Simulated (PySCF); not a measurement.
## Calculated NMR parameters of C=C(C)/C=C\c1ccccn1

```yaml
Formula: C10H11N
SMILES: C=C(C)/C=C\c1ccccn1
InChI: InChI=1S/C10H11N/c1-9(2)6-7-10-5-3-4-8-11-10/h3-8H,1H2,2H3/b7-6-
Point_group_of_the_computed_structure: C1
Degrees_of_unsaturation: 6
Carbon_signals: 10
Proton_signals: 9
```

Numbering as in the mapped SMILES `[CH2:1]=[C:2]([CH3:3])/[CH:4]=[CH:5]\[c:6]1[cH:7][cH:8][cH:9][cH:10][n:11]1`; H(Xn) means a hydrogen on atom n. Ha(C1) is cis to C3; Hb(C1) is trans to C3.

[PySCF: J: B3LYP/pcJ-1 (without the spin–dipole term); shielding tensors at B3LYP/pcSseg-2 (GIAO); PBE0-D3(BJ)/def2-SVP structure; one averaged value for each set of equivalent atoms; non-relativistic Hamiltonian; gas phase; a single conformation]

Referencing at the same level of theory: ¹H, ¹³C vs TMS; ¹⁵N against NH3.

| carbon | δC, type | δH (multiplicity, J in Hz) | HMBC from (abs. J ≥ 3 Hz) | span of the C tensor (ppm) |
| --- | --- | --- | --- | --- |
| C1 | 131.6, CH2 | Hb(C1) 5.44 (d of sext, 2.4, 1.3); Ha(C1) 5.34 (quint of t, 2.1, 1.2) | H(C4), H(C3) | 189 |
| C2 | 158.3, C | – | H(C5), H(C3) | 253 |
| C3 | 25.1, CH3 | 1.73 (t, 1.7) | H(C4), Hb(C1), Ha(C1) | 28 |
| C4 | 146.6, CH | 6.65 (dt, 14.4, 1.2) | Hb(C1), Ha(C1), H(C3) | 201 |
| C5 | 143.8, CH | 6.84 (dq, 14.4, 1.1) | – | 196 |
| C6 | 170.1, C | – | H(C10), H(C8), H(C4) | 232 |
| C7 | 135.8, CH | 7.24 (dd, 8.7, 1.0) | H(C9), H(C5) | 229 |
| C8 | 143.8, CH | 7.62 (td, 8.5, 1.7) | H(C10) | 255 |
| C9 | 129.5, CH | 7.09 (ddd, 8.3, 5.4, 1.0) | H(C10), H(C7) | 234 |
| C10 | 159.4, CH | 8.77 (dt, 5.4, 1.3) | H(C8), H(C9) | 231 |

Other nuclei:
| atoms | nucleus | environment | δ (ppm) | σ (ppm) |
| --- | --- | --- | --- | --- |
| N11 | ¹⁵N | pyridine-type ring nitrogen | 367.3 | -108.8 |

Selected couplings (Hz, signed; the shortest-range and largest first, 30 at most; isotopes ¹³C, ¹H, ¹⁵N): ¹J(C10,H(C10)) 185.8, ¹J(C7,H(C7)) 172.0, ¹J(C9,H(C9)) 170.9, ¹J(C1,Ha(C1)) 168.0, ¹J(C8,H(C8)) 167.6, ¹J(C5,H(C5)) 167.4, ¹J(C1,Hb(C1)) 166.9, ¹J(C4,H(C4)) 161.2, ¹J(C3,H(C3)) 134.3, ²J(N11,H(C10)) -12.9, ²J(Hb(C1),Ha(C1)) 2.4, ³J(H(C4),H(C5)) 14.4, ³J(H(C7),H(C8)) 8.7, ³J(H(C8),H(C9)) 8.3, ³J(H(C9),H(C10)) 5.4, ³J(N11,H(C5)) -1.9, ³J(N11,H(C9)) -1.4, ⁴J(Ha(C1),H(C3)) -2.0, ⁴J(H(C8),H(C10)) 1.7, ⁴J(Hb(C1),H(C4)) -1.4, ⁴J(Hb(C1),H(C3)) -1.3, ⁴J(Ha(C1),H(C4)) -1.0.

- Carbon types of the structure: 2 × C, 6 × CH, 1 × CH2, 1 × CH3, which accounts for all hydrogens.
- δC 159.4: aromatic CH next to a ring nitrogen; the adjacent pyridine-type nitrogen withdraws density from it.
- δC 158.3: fully substituted alkene carbon; the olefinic region.
- δC 146.6, 143.8: alkene CH; the olefinic region.
- δC 131.6: terminal =CH2 carbon; as expected for a trigonal carbon in a double bond.
- δH 8.77: hydrogen on an aromatic CH next to a ring nitrogen; ring current plus the neighbouring ring nitrogen.
- The protons at 7.24 and 7.62 share a coupling of 8.7 Hz (vicinal, an ortho-type coupling).
- The protons at 7.62 and 7.09 share a coupling of 8.3 Hz (vicinal, an ortho-type coupling).
- The protons at 7.09 and 8.77 share a coupling of 5.4 Hz (vicinal, an ortho-type coupling).

Multiplet labels drop couplings under 1 Hz and merge nearly equal ones. Unscaled 3J(H,H) at this level run about 10 % above measured values. Shifts are as computed. Against solution values, carbons near 30 ppm lie about +3 ppm off and those near 130 ppm about +8 ppm (rms about the fit 2.4 ppm; single classes can miss by 10 ppm). Of 1328 compounds with measured shifts, 309 miss one by over three times the rms of a fit or turn the order of signals round; such compounds aren't used in these exercises. Signals without a measured value on file couldn't be tested in this way; 1H shifts scatter by 0.2 ppm about their fit, and single ones miss by 0.5 ppm. Experimental scales use liquid or dissolved standards, which lie at an offset from isolated NH3 (liquid NH3: subtract about 20 ppm). Unscaled 15N shifts of sp2 nitrogen often come out too high even then, by a few to some tens of ppm.
